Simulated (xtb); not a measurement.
C₂H₆ClInO, SMILES C[CH2][In]([OH])[Cl]. All values are semi-empirical tight-binding results from xtb (GFN2-xTB unless named), good for trends rather than for accurate numbers. The structure is a stationary point at GFN2-xTB. One conformer was computed; it need not be the lowest.

For metal compounds this method's bond lengths and energies can be far off.

Computed properties:
| Quantity | Result |
|---|---|
| orbital gap | 3.23 eV |
| zero-point energy | 47.1 kcal/mol |
| G − E(el) at 298.15 K (modified RRHO) | 24.8 kcal/mol |
